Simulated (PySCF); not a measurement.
In (indium, neutral) across methods

[Kr] 4d10 5s1 5p1 6s1, high-spin 4P determinant (an excited configuration). Computed with PySCF 2.14 in x2c-TZVPPall with one added diffuse shell each of s, p, d, f type (9s7p5d3f, 76 functions), with scalar relativity by spin-free X2C-1e.

```csv
method,E (hartree),mean ε 5s α (eV),mean ε 5p α (eV),mean ε 6s α (eV),Σ⟨r²⟩ (bohr²),⟨S²⟩
r2SCAN,-5880.62,-12.545,-6.058,-1.613,93.36,3.753
TPSS,-5880.36,-12.176,-5.756,-1.635,93.76,3.751
LDA,-5874.76,-12.488,-5.800,-1.692,91.92,3.751
PBE,-5880.19,-12.189,-5.717,-1.674,93.09,3.751
PBE0,-5880.27,-13.313,-6.621,-1.976,93.35,3.751
wB97M-V,-5880.21,-15.565,-8.569,-2.676,92.60,3.751
wB97X,-5880.79,-15.462,-8.414,-2.747,93.84,3.751
M06-2X,-5881.10,-14.310,-7.509,-2.335,94.36,3.750
UHF,-5877.99238,-16.039,-8.916,-2.589,95.03,3.752
```

The outer electron is Rydberg-like, and this basis confines it to a smaller radius and binds it less than a complete one would.
